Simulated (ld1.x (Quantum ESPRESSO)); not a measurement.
# Building the TM potential for tungsten (W) (LDA (PZ), scalar-relativistic).

The input file (ld1.x (Quantum ESPRESSO) 7.5):

```
&input
   title='W', zed=74., rel=1, dft='PZ', iswitch=3,
   config='[Xe] 4f14 5d4 6s0 6p0',
   nld=3, rlderiv=2.25, eminld=-9.0, emaxld=5.0, deld=0.04
 /
 &inputp
   pseudotype=2, tm=.true., lloc=-1, rcloc=1.55,
   nlcc=.false.,
   file_pseudopw='W.UPF', file_wfcaegen='ae.wfc', file_wfcncgen='nc.wfc', file_beta='beta', file_chi='chi'
 /
3
5S  1  0   2.00   0.00  1.65  1.65  0.0
5P  2  1   6.00   0.00  2.05  2.05  0.0
5D  3  2   4.00   0.00  1.50  1.50  0.0
 &test
   configts(1)='5s2 5p6 5d4 6s0 6p0'
 /
```

Command:

```bash
ld1.x < W.in > W.out
```

Resulting log (shortened: banner, matrices, multipoles, cross overlaps and the repeated all-electron block are left out):

```
Program LD1 v.7.5
     --------------------------- All-electron run ----------------------------

     W
     scalar relativistic calculation

     atomic number is 74.00
     dft =PZ   lsd =0 sic =0 latt =0  beta=0.20 tr2=1.0E-14
     Exchange-correlation= PZ
                           (   1   1   0   0   0   0   0)
     mesh =1273 r(mesh) =  99.08072 a.u. xmin = -7.00 dx = 0.01250
     1 Ry =  13.60569312 eV, c = 137.03599908

     n l     nl                  e(Ry)          e(Ha)          e(eV)
     1 0     1S 1( 2.00)     -5104.9280     -2552.4640    -69456.0843
     2 0     2S 1( 2.00)      -882.1730      -441.0865    -12002.5750
     2 1     2P 1( 6.00)      -771.9184      -385.9592    -10502.4853
     3 0     3S 1( 2.00)      -204.0522      -102.0261     -2776.2718
     3 1     3P 1( 6.00)      -171.4083       -85.7041     -2332.1286
     4 0     4S 1( 2.00)       -42.9934       -21.4967      -584.9554
     4 1     4P 1( 6.00)       -32.2813       -16.1406      -439.2089
     3 2     3D 1(10.00)      -133.8037       -66.9019     -1820.4926
     5 0     5S 1( 2.00)        -7.0193        -3.5096       -95.5021
     5 1     5P 1( 6.00)        -4.3794        -2.1897       -59.5851
     4 2     4D 1(10.00)       -18.7051        -9.3525      -254.4952
     4 3     4F 1(14.00)        -3.6524        -1.8262       -49.6928
     5 2     5D 1( 4.00)        -1.4845        -0.7423       -20.1979
     6 0     6S 1( 0.00)        -1.4438        -0.7219       -19.6444
     6 1     6P 1( 0.00)        -0.9681        -0.4841       -13.1720

     final scf error:  8.4E-15 reached in  31 iterations

     Etot =  -32264.352829 Ry,  -16132.176414 Ha, -438978.883401 eV

     Ekin =   35548.573209 Ry,   17774.286604 Ha,  483662.978036 eV
     Encl =  -79712.000023 Ry,  -39856.000012 Ha,-1084537.010533 eV
     Eh   =   12524.819385 Ry,    6262.409693 Ha,  170408.848974 eV
     Exc  =    -625.745399 Ry,    -312.872700 Ha,   -8513.699877 eV

     normalization and overlap integrals

     s(1S/1S) =  1.000000  <r> =   0.0184  <r2> =    0.0005  r(max) =   0.0115
     s(2S/2S) =  1.000000  <r> =   0.0776  <r2> =    0.0071  r(max) =   0.0661
     s(2P/2P) =  1.000000  <r> =   0.0695  <r2> =    0.0059  r(max) =   0.0541
     s(3S/3S) =  1.000000  <r> =   0.2012  <r2> =    0.0463  r(max) =   0.1865
     s(3P/3P) =  1.000000  <r> =   0.2014  <r2> =    0.0470  r(max) =   0.1842
     s(4S/4S) =  1.000000  <r> =   0.4498  <r2> =    0.2284  r(max) =   0.4204
     s(4P/4P) =  1.000000  <r> =   0.4783  <r2> =    0.2603  r(max) =   0.4419
     s(3D/3D) =  1.000000  <r> =   0.1824  <r2> =    0.0390  r(max) =   0.1490
     s(5S/5S) =  1.000000  <r> =   1.0663  <r2> =    1.2780  r(max) =   0.9593
     s(5P/5P) =  1.000000  <r> =   1.2470  <r2> =    1.7633  r(max) =   1.0870
     s(4D/4D) =  1.000000  <r> =   0.5116  <r2> =    0.3034  r(max) =   0.4531
     s(4F/4F) =  1.000000  <r> =   0.6076  <r2> =    0.4639  r(max) =   0.4257
     s(5D/5D) =  1.000000  <r> =   1.8765  <r2> =    4.1326  r(max) =   1.4858
     s(6S/6S) =  1.000000  <r> =   2.7675  <r2> =    8.5699  r(max) =   2.4804
     s(6P/6P) =  1.000000  <r> =   3.4488  <r2> =   13.3348  r(max) =   3.0677

     ------------------------ End of All-electron run ------------------------

     --------------------- Generating NC pseudopotential ---------------------

      Generating local potential from pseudized AE potential:
      Matching radius rcloc =   1.5500

      Local pseudo, rcloc= 1.562 Estimated cut-off energy=     9.83 Ry

      Wfc   5S  rcut= 1.642  Using Troullier-Martins method

      Wfc   5P  rcut= 2.056  Using Troullier-Martins method

      Wfc   5D  rcut= 1.486  Using Troullier-Martins method

     ------------------- End of pseudopotential generation -------------------

     Computing logarithmic derivative in   2.25851
     Computing logarithmic derivative in   2.25851
     Computing the partial wave expansion
     R is outside the sphere for l=    0 j= 0.00
     R is outside the sphere for l=    1 j= 0.00
     R is outside the sphere for l=    2 j= 0.00

     ---------------------- Testing the pseudopotential ----------------------

     W
     scalar relativistic calculation

     atomic number is 74.00   valence charge is 14.00
     dft =PZ   lsd =0 sic =0 latt =0  beta=0.20 tr2=1.0E-14
     mesh =1273 r(mesh) =  99.08072 xmin = -7.00 dx = 0.01250

     n l     nl             e AE (Ry)        e PS (Ry)    De AE-PS (Ry)
     1 0     5S   1( 2.00)       -7.01927       -7.01927       -0.00000
     2 1     5P   1( 6.00)       -4.37943       -4.37943        0.00000
     3 2     5D   1( 4.00)       -1.48452       -1.48451       -0.00002
     2 0     6S   1( 0.00)       -1.44383       -1.47512        0.03128  !
     3 1     6P   1( 0.00)       -0.96813       -0.97841        0.01028  !

     eps = 1.3E-15  iter =  4

     Etot =  -32264.352829 Ry,  -16132.176414 Ha, -438978.883401 eV
     Etotps =  -134.746634 Ry,     -67.373317 Ha,   -1833.321346 eV

     Ekin =      40.099064 Ry,      20.049532 Ha,     545.575559 eV
     Encl =    -267.520350 Ry,    -133.760175 Ha,   -3639.799782 eV
     Ehrt =      92.716484 Ry,      46.358242 Ha,    1261.472028 eV
     Ecxc =     -13.576318 Ry,      -6.788159 Ha,    -184.715214 eV
     Epseu=      13.534486 Ry,       6.767243 Ha,     184.146062 eV

     ---------------------- End of pseudopotential test ----------------------
```

Generation and configuration tests took about 2.4 s on one core of a shared server CPU.

Transferability test of the new file with ld1.x, input:

```
&input
   title='W', zed=74., rel=1, dft='PZ', iswitch=2,
   config='[Xe] 4f14 5d4 6s0 6p0'
 /
 &test
   file_pseudo='W.UPF', nconf=10,
   configts(1)='5s2 5p6 5d4 6s0 6p0',
   configts(2)='5s2 5p6 5d4 6s2 6p0',
   configts(3)='5s2 5p6 5d4 6s1 6p0',
   configts(4)='5s2 5p6 5d3 6s0 6p0',
   configts(5)='5s2 5p6 5d4 6s1 6p1',
   configts(6)='5s2 5p6 5d4 6s1.5 6p0',
   configts(7)='5s2 5p6 5d3 6s2 6p1',
   configts(8)='5s2 5p5 5d4 6s2 6p0',
   configts(9)='5s2 5p6 5d4 6s0 6p0', lsdts(9)=1,
   configts(10)='5s2 5p6 5d4 6s2 6p0', lsdts(10)=1
 /
```

```bash
ld1.x < W.test.in > W.test.out
```

Pseudopotential blocks of its output, shortened (energy terms left out):

```
     ---------------------- Testing the pseudopotential ----------------------

     n l     nl             e AE (Ry)        e PS (Ry)    De AE-PS (Ry)
     1 0     5S   1( 2.00)       -7.01927       -7.01927       -0.00000
     2 1     5P   1( 6.00)       -4.37943       -4.37943        0.00000
     3 2     5D   1( 4.00)       -1.48452       -1.48451       -0.00002
     2 0     6S   1( 0.00)       -1.44383       -1.47512        0.03128  !
     3 1     6P   1( 0.00)       -0.96813       -0.97841        0.01028  !

     eps = 5.8E-17  iter =  6

     Etot =  -32264.352829 Ry,  -16132.176414 Ha, -438978.883401 eV
     Etotps =  -134.746633 Ry,     -67.373316 Ha,   -1833.321336 eV

     ---------------------- End of pseudopotential test ----------------------

          ---------------------- Testing the pseudopotential ----------------------

     n l     nl             e AE (Ry)        e PS (Ry)    De AE-PS (Ry)
     1 0     5S   1( 2.00)       -5.82807       -5.79837       -0.02970  !
     2 1     5P   1( 6.00)       -3.18856       -3.16451       -0.02405  !
     3 2     5D   1( 4.00)       -0.34408       -0.33059       -0.01348  !
     2 0     6S   1( 2.00)       -0.43445       -0.44621        0.01175  !
     3 1     6P   1( 0.00)       -0.10788       -0.10659       -0.00129

     eps = 1.1E-16  iter = 18

     Etot =  -32266.202045 Ry,  -16133.101022 Ha, -439004.043264 eV
     Etotps =  -136.636687 Ry,     -68.318343 Ha,   -1859.036830 eV
     dEtot_ae =      -1.849216 Ry
     dEtot_ps =      -1.890054 Ry,   Delta E=       0.040838 Ry

     ---------------------- End of pseudopotential test ----------------------

          ---------------------- Testing the pseudopotential ----------------------

     n l     nl             e AE (Ry)        e PS (Ry)    De AE-PS (Ry)
     1 0     5S   1( 2.00)       -6.38446       -6.36616       -0.01830  !
     2 1     5P   1( 6.00)       -3.74575       -3.73093       -0.01482  !
     3 2     5D   1( 4.00)       -0.88178       -0.87333       -0.00845  !
     2 0     6S   1( 1.00)       -0.91774       -0.93719        0.01945  !
     3 1     6P   1( 0.00)       -0.51435       -0.51695        0.00260

     eps = 6.3E-15  iter = 12

     Etot =  -32265.530750 Ry,  -16132.765375 Ha, -438994.909832 eV
     Etotps =  -135.949825 Ry,     -67.974913 Ha,   -1849.691600 eV
     dEtot_ae =      -1.177921 Ry
     dEtot_ps =      -1.203192 Ry,   Delta E=       0.025271 Ry

     ---------------------- End of pseudopotential test ----------------------

          ---------------------- Testing the pseudopotential ----------------------

     n l     nl             e AE (Ry)        e PS (Ry)    De AE-PS (Ry)
     1 0     5S   1( 2.00)       -7.96008       -7.96206        0.00198
     2 1     5P   1( 6.00)       -5.30034       -5.30210        0.00177
     3 2     5D   1( 3.00)       -2.31051       -2.31056        0.00006
     2 0     6S   1( 0.00)       -2.10629       -2.15041        0.04413  !
     3 1     6P   1( 0.00)       -1.53902       -1.55662        0.01760  !

     eps = 4.2E-16  iter =  7

     Etot =  -32262.463559 Ry,  -16131.231779 Ha, -438953.178571 eV
     Etotps =  -132.857061 Ry,     -66.428531 Ha,   -1807.612406 eV
     dEtot_ae =       1.889270 Ry
     dEtot_ps =       1.889572 Ry,   Delta E=      -0.000301 Ry

     ---------------------- End of pseudopotential test ----------------------

          ---------------------- Testing the pseudopotential ----------------------

     n l     nl             e AE (Ry)        e PS (Ry)    De AE-PS (Ry)
     1 0     5S   1( 2.00)       -5.94600       -5.92463       -0.02137  !
     2 1     5P   1( 6.00)       -3.30636       -3.28877       -0.01759  !
     3 2     5D   1( 4.00)       -0.44864       -0.43815       -0.01049  !
     2 0     6S   1( 1.00)       -0.51276       -0.52808        0.01532  !
     3 1     6P   1( 1.00)       -0.16578       -0.16602        0.00024

     eps = 7.8E-15  iter = 14

     Etot =  -32265.865880 Ry,  -16132.932940 Ha, -438999.469512 eV
     Etotps =  -136.286405 Ry,     -68.143203 Ha,   -1854.271008 eV
     dEtot_ae =      -1.513051 Ry
     dEtot_ps =      -1.539772 Ry,   Delta E=       0.026721 Ry

     ---------------------- End of pseudopotential test ----------------------

          ---------------------- Testing the pseudopotential ----------------------

     n l     nl             e AE (Ry)        e PS (Ry)    De AE-PS (Ry)
     1 0     5S   1( 2.00)       -6.09513       -6.07038       -0.02476  !
     2 1     5P   1( 6.00)       -3.45625       -3.43620       -0.02005  !
     3 2     5D   1( 4.00)       -0.60348       -0.59216       -0.01132  !
     2 0     6S   1( 1.50)       -0.66924       -0.68445        0.01521  !
     3 1     6P   1( 0.00)       -0.30276       -0.30305        0.00029

     eps = 9.4E-15  iter = 11

     Etot =  -32265.926859 Ry,  -16132.963430 Ha, -439000.299179 eV
     Etotps =  -136.354689 Ry,     -68.177345 Ha,   -1855.200056 eV
     dEtot_ae =      -1.574031 Ry
     dEtot_ps =      -1.608056 Ry,   Delta E=       0.034026 Ry

     ---------------------- End of pseudopotential test ----------------------

          ---------------------- Testing the pseudopotential ----------------------

     n l     nl             e AE (Ry)        e PS (Ry)    De AE-PS (Ry)
     1 0     5S   1( 2.00)       -6.11738       -6.07558       -0.04180  !
     2 1     5P   1( 6.00)       -3.46538       -3.43142       -0.03397  !
     3 2     5D   1( 3.00)       -0.55461       -0.53425       -0.02036  !
     2 0     6S   1( 2.00)       -0.55876       -0.57193        0.01317  !
     3 1     6P   1( 1.00)       -0.18407       -0.18272       -0.00136

     eps = 7.9E-15  iter = 16

     Etot =  -32265.900636 Ry,  -16132.950318 Ha, -438999.942396 eV
     Etotps =  -136.350924 Ry,     -68.175462 Ha,   -1855.148833 eV
     dEtot_ae =      -1.547808 Ry
     dEtot_ps =      -1.604291 Ry,   Delta E=       0.056484 Ry

     ---------------------- End of pseudopotential test ----------------------

          ---------------------- Testing the pseudopotential ----------------------

     n l     nl             e AE (Ry)        e PS (Ry)    De AE-PS (Ry)
     1 0     5S   1( 2.00)       -6.75201       -6.72635       -0.02566  !
     2 1     5P   1( 5.00)       -4.07326       -4.04887       -0.02440  !
     3 2     5D   1( 4.00)       -1.08970       -1.06804       -0.02166  !
     2 0     6S   1( 2.00)       -1.00868       -1.03041        0.02173  !
     3 1     6P   1( 0.00)       -0.56599       -0.56687        0.00088

     eps = 6.8E-15  iter = 20

     Etot =  -32262.588654 Ry,  -16131.294327 Ha, -438954.880573 eV
     Etotps =  -133.043787 Ry,     -66.521893 Ha,   -1810.152937 eV
     dEtot_ae =       1.764175 Ry
     dEtot_ps =       1.702846 Ry,   Delta E=       0.061329 Ry

     ---------------------- End of pseudopotential test ----------------------

          ---------------------- Testing the pseudopotential ----------------------

     n l     nl             e AE (Ry)        e PS (Ry)    De AE-PS (Ry)
     1 0     5S   1( 1.00)       -7.05613       -7.06534        0.00921  !
     2 1     5P   1( 3.00)       -4.43092       -4.43832        0.00741  !
     3 2     5D   1( 4.00)       -1.55013       -1.55372        0.00359
     2 0     6S   1( 0.00)       -1.49363       -1.52448        0.03085  !
     3 1     6P   1( 0.00)       -1.00016       -1.01057        0.01041  !
     1 0     5S   2( 1.00)       -6.94470       -6.92074       -0.02396  !
     2 1     5P   2( 3.00)       -4.28689       -4.26564       -0.02125  !
     3 2     5D   2( 0.00)       -1.36835       -1.35491       -0.01344  !
     2 0     6S   2( 0.00)       -1.34035       -1.36670        0.02636  !
     3 1     6P   2( 0.00)       -0.89234       -0.89874        0.00641  !

     eps = 8.5E-15  iter = 18

     Etot =  -32264.526559 Ry,  -16132.263279 Ha, -438981.247120 eV
     Etotps =  -134.936808 Ry,     -67.468404 Ha,   -1835.908798 eV
     dEtot_ae =      -0.173730 Ry
     dEtot_ps =      -0.190175 Ry,   Delta E=       0.016445 Ry

     ---------------------- End of pseudopotential test ----------------------

          ---------------------- Testing the pseudopotential ----------------------

     n l     nl             e AE (Ry)        e PS (Ry)    De AE-PS (Ry)
     1 0     5S   1( 1.00)       -5.85366       -5.83202       -0.02164  !
     2 1     5P   1( 3.00)       -3.22803       -3.21002       -0.01801  !
     3 2     5D   1( 4.00)       -0.39529       -0.38374       -0.01155  !
     2 0     6S   1( 1.00)       -0.46860       -0.48012        0.01152  !
     3 1     6P   1( 0.00)       -0.12267       -0.12135       -0.00132
     1 0     5S   2( 1.00)       -5.75357       -5.70246       -0.05111  !
     2 1     5P   2( 3.00)       -3.09942       -3.05664       -0.04278  !
     3 2     5D   2( 0.00)       -0.25156       -0.22885       -0.02271  !
     2 0     6S   2( 1.00)       -0.37729       -0.38481        0.00752  !
     3 1     6P   2( 0.00)       -0.08560       -0.08266       -0.00293

     eps = 1.3E-15  iter = 23

     Etot =  -32266.344182 Ry,  -16133.172091 Ha, -439005.977145 eV
     Etotps =  -136.790318 Ry,     -68.395159 Ha,   -1861.127083 eV
     dEtot_ae =      -1.991353 Ry
     dEtot_ps =      -2.043685 Ry,   Delta E=       0.052331 Ry

     ---------------------- End of pseudopotential test ----------------------
```
